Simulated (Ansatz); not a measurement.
Reaction (formal exchange of groups at a B–C bond): `FBC[SiH3]` + `FC(F)(F)Cl` → `FBF` + `FC(F)(Cl)C[SiH3]`

Gas-phase electronic energies from Ansatz, PBE0-D4/def2-TZVP geometries. CCSD(T)/CBS is the MP2 limit (def2-TZVPP, def2-QZVPP) plus CCSD(T) − MP2 in def2-TZVPP, frozen cores. This one scheme is used for every species. Functionals use def2-TZVPP. B3LYP here is the variant with VWN-RPA as its local correlation; programs differ in this. One conformer a species, not always the lowest.

```json
{"level": "PBE-D4", "ΔE (kJ/mol)": "-145.7", "difference from CCSD(T)/CBS": "17.0"}
{"level": "r2SCAN-D4", "ΔE (kJ/mol)": "-149.5", "difference from CCSD(T)/CBS": "13.2"}
{"level": "PBE0-D4", "ΔE (kJ/mol)": "-147.5", "difference from CCSD(T)/CBS": "15.2"}
{"level": "B3LYP-D4", "ΔE (kJ/mol)": "-157.4", "difference from CCSD(T)/CBS": "5.3"}
{"level": "ωB97X-V", "ΔE (kJ/mol)": "-151.7", "difference from CCSD(T)/CBS": "11.0"}
{"level": "ωB97M-V", "ΔE (kJ/mol)": "-153.1", "difference from CCSD(T)/CBS": "9.6"}
{"level": "B2PLYP", "ΔE (kJ/mol)": "-158.4", "difference from CCSD(T)/CBS": "4.3"}
{"level": "PBE", "ΔE (kJ/mol)": "-142.8", "difference from CCSD(T)/CBS": "19.9"}
{"level": "r2SCAN", "ΔE (kJ/mol)": "-148.6", "difference from CCSD(T)/CBS": "14.1"}
{"level": "PBE0", "ΔE (kJ/mol)": "-144.8", "difference from CCSD(T)/CBS": "17.9"}
{"level": "B3LYP", "ΔE (kJ/mol)": "-152.8", "difference from CCSD(T)/CBS": "9.9"}
{"level": "HF/def2-TZVPP", "ΔE (kJ/mol)": "-156.0", "difference from CCSD(T)/CBS": "6.7"}
{"level": "MP2/def2-TZVPP", "ΔE (kJ/mol)": "-165.3", "difference from CCSD(T)/CBS": "-2.6"}
{"level": "SCS-MP2/def2-TZVPP", "ΔE (kJ/mol)": "-164.0", "difference from CCSD(T)/CBS": "-1.3"}
{"level": "CCSD/def2-TZVPP", "ΔE (kJ/mol)": "-159.6", "difference from CCSD(T)/CBS": "3.1"}
{"level": "CCSD(T)/def2-TZVPP", "ΔE (kJ/mol)": "-160.0", "difference from CCSD(T)/CBS": "2.7"}
{"level": "HF/def2-QZVPP", "ΔE (kJ/mol)": "-156.3", "difference from CCSD(T)/CBS": "6.4"}
{"level": "MP2/def2-QZVPP", "ΔE (kJ/mol)": "-167.0", "difference from CCSD(T)/CBS": "-4.3"}
{"level": "SCS-MP2/def2-QZVPP", "ΔE (kJ/mol)": "-165.9", "difference from CCSD(T)/CBS": "-3.2"}
{"level": "HF/CBS(def2)", "ΔE (kJ/mol)": "-156.4", "difference from CCSD(T)/CBS": "6.3"}
{"level": "MP2/CBS(def2)", "ΔE (kJ/mol)": "-168.0", "difference from CCSD(T)/CBS": "-5.3"}
{"level": "CCSD/CBS(def2)", "ΔE (kJ/mol)": "-162.3", "difference from CCSD(T)/CBS": "0.4"}
{"level": "CCSD(T)/CBS", "ΔE (kJ/mol)": "-162.7", "difference from CCSD(T)/CBS": "0"}
```

Largest T1 diagnostic among the species: 0.013.

In def2-TZVPP, CCSD(T) changes the Hartree–Fock value by −3.9 kJ/mol (the triples alone add −0.3 kJ/mol) and MP2 by −9.3 kJ/mol. The D4 term adds −4.6 kJ/mol with B3LYP and −2.7 kJ/mol with PBE0; it sums over pairs of atoms, weighted by their polarisabilities, and B3LYP, whose exchange is more repulsive, gets the larger term.
